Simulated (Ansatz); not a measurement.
Input file for Ansatz (a program for electronic structure): R-B2PLYP/def2-TZVPP on CH6AlNO (SMILES C[NH][AlH][OH]).

Ansatz 0.2 input:
```yaml
crystal:
  periodic: [false, false, false]
  atoms:
    - {symbol: C, position_ang: [-1.55312661, -0.45328585, -0.17099028]}
    - {symbol: N, position_ang: [-0.29153798, 0.25602566, -0.34132368]}
    - {symbol: Al, position_ang: [1.22984194, -0.05534621, 0.51094103]}
    - {symbol: O, position_ang: [2.63436162, 0.85528157, 0.21166945]}
    - {symbol: H, position_ang: [-1.43782614, -1.23618704, 0.58115683]}
    - {symbol: H, position_ang: [-2.35838443, 0.20680191, 0.16927936]}
    - {symbol: H, position_ang: [-1.88520309, -0.93840879, -1.09528052]}
    - {symbol: H, position_ang: [-0.36431353, 0.98849421, -1.03239263]}
    - {symbol: H, position_ang: [1.30596428, -1.20047226, 1.57752592]}
    - {symbol: H, position_ang: [2.72022395, 1.57709680, -0.41058547]}
basis:
  gaussian:
    orbitals: def2-TZVPP
hamiltonian:
  xc: {name: B2PLYP}
magnetization: {spin_polarized: false}
correlation: {electrons: outside_noble_gas}
scf: {lower_state_search: off}
```

The head of its log:

```
WARN ansatz: RAYON_NUM_THREADS=1 ignored (pool sized by the plan → 1); use --threads N
Functional definition: B2PLYP
these checks for a lower state are left out or cut short: stability, starts, cluster_reference, orbital_swaps, neighbouring_geometries, increment
integrals: 0.40 GiB planned
1296 factors; integrals over basis functions are off by at most 1.4e-3 eV
mean field: 0.94 GiB planned
mean field evaluation 1: about -11251.1796 eV, gradient 7.0e1 eV
mean field evaluation 2: about -11251.2547 eV, gradient 7.0e1 eV
mean field evaluation 4: about -11260.2010 eV, gradient 5.1e0 eV
mean field evaluation 8: about -11260.2698 eV, gradient 5.0e-1 eV
mean field evaluation 16: about -11260.2703 eV, gradient 4.2e-5 eV
mean field -11260.27032999 eV, -413.8073021417 hartree, gradient 2.0e-6 eV, S^2 0.000000; 0 other end points of the search recorded, 0 dependent functions left out
8 core orbitals not correlated
reference -11260.27050872 eV, -413.8073087098 hartree; 12, 12 occupied and 199, 199 virtual orbitals, 1296 factors
```

Question: Predict the final total energy.

Answer: -414.0397 hartree.
